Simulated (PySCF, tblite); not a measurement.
Isomers of C6H8N2. Level: GFN2-xTB in tblite, geometry and Hessian alike; calculated harmonic values, unscaled, isolated species. This tight-binding method is rough: wavenumbers can miss measured ones by several per cent, in bad cases by 10 to 20. One conformer each.

Electronic energies: PBE0/pcSseg-1 single points on the GFN2-xTB geometries (PySCF, gas phase).

```json
{"SMILES": "C=NCC1(C#N)CC1", "electronic energy, lowest = 0 (kcal/mol)": "41.8"}
{"SMILES": "C=Cc1cn[nH]c1C", "electronic energy, lowest = 0 (kcal/mol)": "13.6"}
{"SMILES": "NCc1cccnc1", "electronic energy, lowest = 0 (kcal/mol)": "0.0"}
```

How do GFN2-xTB zero-point energies change the relative energies?

| SMILES | ZPE (kcal/mol) | of it from modes above 1550 cm⁻¹ | electronic (kcal/mol) | with ZPE, lowest = 0 (kcal/mol) | lowest mode (cm⁻¹) | rings |
| --- | --- | --- | --- | --- | --- | --- |
| NCc1cccnc1 | 81.5 | 42.5 | 0.0 | 0.0 | 37 | 1 |
| C=Cc1cn[nH]c1C | 80.6 | 40.4 | 13.6 | 12.7 | 25 | 1 |
| C=NCC1(C#N)CC1 | 79.5 | 40.4 | 41.8 | 39.8 | 44 | 1 |

The zero-point energies span 2.0 kcal/mol, from `C=NCC1(C#N)CC1` to `NCc1cccnc1`. The order is unchanged.

And how do the electronic energies of GFN2-xTB itself compare?

`NCc1cccnc1` 0.0; `C=Cc1cn[nH]c1C` 5.0; `C=NCC1(C#N)CC1` 40.3 kcal/mol, lowest = 0. Against the energies above, taken from the same isomer `NCc1cccnc1`, the largest difference is 8.6 kcal/mol.
